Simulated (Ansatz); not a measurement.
Two structures of SiNH5ClF, singlet, reached by relaxing down either side of one saddle point (PBE0-D4/def2-TZVP). Energies are electronic, without zero-point energy. Program: Ansatz 0.2.0. Basis: def2-TZVPP and def2-QZVPP. Cores are frozen in the correlated methods. Extrapolation: Hartree–Fock as exp(−7.88 √X), correlation as X^−2.97. First:

```
9
angstrom
Si 0.4457 -0.7631 0.5863
F 1.5121 0.0063 -0.3623
H 0.8221 -2.1905 0.5225
H 0.6097 -0.1438 1.9172
N -1.1569 -0.5926 0.0753
H 0.8551 1.7612 -1.0521
Cl 0.1010 2.7950 -1.1930
H -1.5369 -1.1517 -0.6705
H -1.6517 0.2791 0.1767
```

Second:

```xyz
9
angstrom
Si -0.1503 -0.2478 0.2086
F 3.1391 0.9148 -0.4153
H 0.6107 -1.3896 -0.3320
H 0.3611 0.2856 1.4849
N -1.7748 -0.6920 0.3954
H 2.3265 1.1863 -0.7774
Cl 0.1535 1.3007 -1.1778
H -2.2490 -1.2407 -0.3032
H -2.4167 -0.1175 0.9168
```

Question: Which bonds change from the first to the second?

Answer: SiNH₄F ([NH2][SiH2][F]) + HCl → SiNH₄Cl ([NH2][SiH2][Cl]) + HF; bonds formed: Si1–Cl7, F2–H6; bonds broken: Si1–F2, H6–Cl7.

Question: Give the saddle point's structure and its height above each. (Judge from chemistry; the value comes from the calculation.)

Answer: By the calculation: 1.579 eV above the first and 1.143 eV above the second (CCSD(T) at an estimated basis limit (MP2 extrapolated from triple and quadruple zeta, plus CCSD(T) − MP2 in triple zeta)).
Si1  (0.249, -0.233, 0.407)
F2  (1.843, 0.198, -0.736)
H3  (0.801, -1.608, 0.297)
H4  (0.660, 0.315, 1.711)
N5  (-1.359, -0.533, -0.005)
H6  (1.467, 1.128, -0.863)
Cl7  (0.040, 2.015, -0.382)
H8  (-1.663, -1.464, -0.233)
H9  (-2.039, 0.182, -0.195)
(Å)

T1 diagnostic: at most 0.012.

Labels in which every atom is bracketed show which atoms are joined, not bond orders.

For scale, one of the runs: CCSD(T)/def2-TZVPP, 216 basis functions, launched by `ansatz run in.yaml --threads 4 --pin off --events-out ev --progress --plain --max-ram 9574MiB`. Hardware: 4 CPU threads of an Arm Neoverse V1, shared host. Wall time 56 s; peak host memory 3.1 GiB.
